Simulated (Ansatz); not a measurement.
`NBO[SiH3]` + `[OH][Cd][F]` → `[F][Cd][O][SiH3]` + `NBO`  (ligand exchange at the Si–O bond)

Calculated with Ansatz (gas phase, PBE0-D4/def2-TZVP geometries, no zero-point term in ΔE). CCSD(T)/CBS is the MP2 limit (def2-TZVPP, def2-QZVPP) plus CCSD(T) − MP2 in def2-TZVPP, frozen cores. This one scheme is used for every species. DFT in def2-TZVPP. Elements past krypton have def2 core potentials. For Cd outer-core shells are correlated without core-valence functions, which leaves a few kJ/mol of doubt a bond. One conformer a species, not always the lowest.

| level | ΔE (kJ/mol) |
| --- | --- |
| PBE0-D4 | -15.9 |
| CAM-B3LYP-D4 | -15.2 |
| B2PLYP | -15.7 |
| PBE-QIDH | -19.4 |
| revPBE | -12.7 |
| r2SCAN | -14.9 |
| CAM-B3LYP | -15.3 |
| RPA@PBE/def2-TZVPP | -17.5 |

Problem. What does CCSD(T)/CBS give? (Estimate.)

Solution. The calculation gave: -14.7 kJ/mol. The listed levels differ from it by -1.2, -0.5, -1.0, -4.7, 2.0, -0.2, -0.6, -2.8 kJ/mol.

Largest T1 diagnostic among the species: 0.017.

At CCSD(T), def2-SVP lies −14.7 kJ/mol from the extrapolated value and def2-TZVPP −4.0 kJ/mol. In def2-TZVPP, CCSD(T) changes the Hartree–Fock value by +4.7 kJ/mol (the triples alone add +0.6 kJ/mol) and MP2 by +4.9 kJ/mol.
